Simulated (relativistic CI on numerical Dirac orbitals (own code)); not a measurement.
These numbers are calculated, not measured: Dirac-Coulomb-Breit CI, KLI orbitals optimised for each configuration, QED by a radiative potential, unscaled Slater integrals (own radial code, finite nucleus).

The strongest absorption lines from the ground level of an ion, among the configurations computed and to levels below about 11200 eV (vacuum wavelength in nm, gf): 0.11049 (0.45), 0.13033 (0.68), 0.13045 (1.2), 0.13053 (2.1), 0.13166 (0.38), 0.13282 (0.71), 0.14633 (2.2), 0.83196 (0.5).

Which ion is it?
A. Yb LXII
B. Re LXIX
C. Hg LXXIV
D. Yb LXIV

D. Yb LXIV has 7 electrons and the ground level 2s2 2p3 2P°_3/2; the strongest line goes to 2s2 2p2 3d 2D_5/2. The pattern of lines fixes the number of electrons, and along that sequence the line energies rise steadily with the charge (about as its square where n changes within one kind of shell, about linearly where n is kept but much faster in heavy ions where fine structure, which grows about as Z⁴, sets the gap, and irregularly where shells cross), which fixes Z. Configurations outside the model, such as inner-shell arrays, can give stronger lines. At this charge energies of transitions that change n are usually good to better than 1 %, and those within a shell (Δn = 0) to a few per cent.

LS names give the leading component of a level, which can be under half, so a name can repeat, a term be missing and a line seem to break the LS rules.
